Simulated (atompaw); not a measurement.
u(r) = r·R(r): atom against pseudo-atom (Cu (Z = 29))

Columns: radius, all-electron u(r) and pseudo u(r) of the 4s shell (level -4.61 eV) of copper in the configuration [Ne] 3s2 3p6 3d10 4s1 4p0; PBE, scalar-relativistic, PAW (atompaw) scheme, atompaw 4.2.0.5.

```json
{"r (bohr)": "0.096", "all-electron": "0.0787", "pseudo": "0.0456"}
{"r (bohr)": "0.192", "all-electron": "0.1360", "pseudo": "0.0910"}
{"r (bohr)": "0.288", "all-electron": "-0.0132", "pseudo": "0.1358"}
{"r (bohr)": "0.385", "all-electron": "-0.1659", "pseudo": "0.1801"}
{"r (bohr)": "0.481", "all-electron": "-0.2430", "pseudo": "0.2228"}
{"r (bohr)": "0.577", "all-electron": "-0.2457", "pseudo": "0.2641"}
{"r (bohr)": "0.673", "all-electron": "-0.1957", "pseudo": "0.3038"}
{"r (bohr)": "0.769", "all-electron": "-0.1158", "pseudo": "0.3417"}
{"r (bohr)": "0.865", "all-electron": "-0.0227", "pseudo": "0.3775"}
{"r (bohr)": "0.962", "all-electron": "0.0735", "pseudo": "0.4114"}
{"r (bohr)": "1.058", "all-electron": "0.1645", "pseudo": "0.4427"}
{"r (bohr)": "1.154", "all-electron": "0.2477", "pseudo": "0.4715"}
{"r (bohr)": "1.250", "all-electron": "0.3217", "pseudo": "0.4979"}
{"r (bohr)": "1.346", "all-electron": "0.3860", "pseudo": "0.5216"}
{"r (bohr)": "1.442", "all-electron": "0.4408", "pseudo": "0.5429"}
{"r (bohr)": "1.538", "all-electron": "0.4867", "pseudo": "0.5615"}
{"r (bohr)": "1.635", "all-electron": "0.5247", "pseudo": "0.5777"}
{"r (bohr)": "1.731", "all-electron": "0.5549", "pseudo": "0.5911"}
{"r (bohr)": "1.827", "all-electron": "0.5784", "pseudo": "0.6021"}
{"r (bohr)": "1.923", "all-electron": "0.5960", "pseudo": "0.6106"}
{"r (bohr)": "2.019", "all-electron": "0.6084", "pseudo": "0.6167"}
{"r (bohr)": "2.115", "all-electron": "0.6162", "pseudo": "0.6204"}
{"r (bohr)": "2.212", "all-electron": "0.6201", "pseudo": "0.6219"}
{"r (bohr)": "2.308", "all-electron": "0.6205", "pseudo": "0.6211"}
{"r (bohr)": "2.404", "all-electron": "0.6179", "pseudo": "0.6180"}
{"r (bohr)": "2.500", "all-electron": "0.6128", "pseudo": "0.6128"}
```

**Question.** How many radial nodes do the two functions have?

**Answer.** The all-electron 4s function has n − l − 1 = 3 (the table is too coarse to show those close to the nucleus); the pseudo-wave has 0, since the states of the same l below it are removed with the core.

**Question.** Where does each function peak?

**Answer.** Outermost all-electron maximum near 2.31 bohr, pseudo maximum near 2.21 bohr (to the table’s step).

**Question.** Is the pseudo-wave norm-conserving?

**Answer.** No, it belongs to a PAW set: the norm inside the radius is not constrained, and the difference is carried by the augmentation charge.
